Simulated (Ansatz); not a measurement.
Reaction (ligand exchange at a Ga–C bond): `C[CH](C)[Ga]([OH])[OH]` + H₂S → `[OH][Ga]([OH])[SH]` + propane

Calculated with Ansatz (gas phase, PBE0-D4/def2-TZVP geometries, no zero-point term in ΔE). CCSD(T)/CBS is the MP2 limit (def2-TZVPP, def2-QZVPP) plus CCSD(T) − MP2 in def2-TZVPP, frozen cores. This one scheme is used for every species. DFT in def2-TZVPP. B3LYP here is the variant with VWN-RPA as its local correlation; programs differ in this. For Ga outer-core shells are correlated without core-valence functions, which leaves a few kJ/mol of doubt a bond. Scalar relativity is left out up to krypton. Each species was taken in one conformer, which may not be the lowest.

CCSD(T)/CBS gives -1.04 eV.

(1) Another level gave -1.11 eV. Which?
A. B3LYP/def2-TZVPP
B. PBE-D4/def2-TZVPP
C. HF/def2-TZVPP
D. PBE/def2-TZVPP

Largest T1 diagnostic among the species: 0.014.

Answers

(1) D. PBE -1.11, B3LYP -1.16, HF/def2-TZVPP -1.33, PBE-D4 -1.06 eV.

From PBE to PBE0 (25 % exact exchange), in def2-TZVPP and without D4, ΔE moves by −0.05 eV. In def2-TZVPP, CCSD(T) changes the Hartree–Fock value by +0.26 eV (the triples alone add +0.02 eV) and MP2 by +0.25 eV.
